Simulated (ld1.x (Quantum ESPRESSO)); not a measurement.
zirconium, PAW: configuration errors across variants

- Element: Zr
- Generator: ld1.x (Quantum ESPRESSO) 7.5
- Type: PAW
- Functional: PBEsol
- Relativity: scalar-relativistic
- Frozen core: [Ar] 3d10
- Valence charge: 12
- Reference configuration: 4s2 4p6 4d1 5s0 5p0 (charge +3)
- Partial waves: 4s (bound): rcut 1.70, rcutus 2.00 bohr; 5s (bound, empty): rcut 1.70, rcutus 2.00 bohr; 4p (bound): rcut 1.80, rcutus 1.90 bohr; 5p (bound, empty): rcut 1.80, rcutus 1.90 bohr; 4d (bound): rcut 1.40, rcutus 1.70 bohr; 4d channel at -1.75 Ry: rcut 1.40, rcutus 1.70 bohr
- Local potential: all-electron potential smoothed inside 1.30 bohr (lloc = -1)
- Core correction: a·sin(br)/r model core inside 1.45 bohr
- Augmentation charge: PSQ, inside the norm-conserving radii

All-electron excitation energies from the reference (eV): (1) 4s2 4p6 4d2 5s2 5p0 -42.665; (2) 4s2 4p6 4d2 5s1 5p0 -35.494; (3) 4s2 4p6 4d2 5s0 5p0 -22.585; (4) 4s1 4p6 4d2 5s2 5p0 17.821.

2 further variants failed, have other tests or too few solved ones, and are left out.

Errors AE − PS in meV (a dash: test not solved or not reliable):

| change | (1) | (2) | (3) | (4) | bound ghosts |
| --- | --- | --- | --- | --- | --- |
| base | +3.7 | +2.9 | +0.7 | -0.2 | none |
| waves 4d (bound): rcut 1.40, rcutus 2.28 bohr; 4d channel at -1.75 Ry: rcut 1.40, rcutus 2.28 bohr | +14 | +9.3 | +0.2 | +2.8 | none |
| local potential all-electron potential smoothed inside 1.35 bohr (lloc = -2) | +3.4 | +2.1 | +0.4 | -12 | none |
| type TM; waves now 4s (bound): rc 2.00 bohr; 4p (bound): rc 1.90 bohr; 4d (bound): rc 1.70 bohr; local potential all-electron potential smoothed inside 1.85 bohr (lloc = -2) | +5006 | +3313 | +2.6 | +9052 | none |
| core correction a·sin(br)/r model core inside 1.76 bohr | +6.2 | +5.0 | +1.7 | +4.8 | none |

Q: Give the same row for: waves 4s (bound): rcut 1.70, rcutus 2.62 bohr; 5s (bound): rcut 1.70, rcutus 2.62 bohr.

A: –, –, –, –; bound ghosts: none.
